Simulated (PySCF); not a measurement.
**Correlation energy of As⁺ (arsenic, charge +1)**

[Ar] 3d10 4s1 4p3, high-spin 5S determinant (an excited configuration). Computed with PySCF 2.14 in dyall-av3z, with the spin-free X2C one-electron Hamiltonian (Gaussian nucleus). Frozen: [Ar] 3d10; 4 electrons correlated; the 59 highest virtual orbitals of each spin left out.

MP2 pair energies summed by pair of shells (mhartree):

```csv
pair,energy,share (%)
4p-4p,-15.81,82.4
4s-4p,-3.39,17.6
```

Total MP2 correlation energy: -19.20 mhartree.

Same-spin part -19.20 and opposite-spin part 0.00 mhartree; SCS-MP2 scales them by 1/3 and 6/5 to -6.40 mhartree.
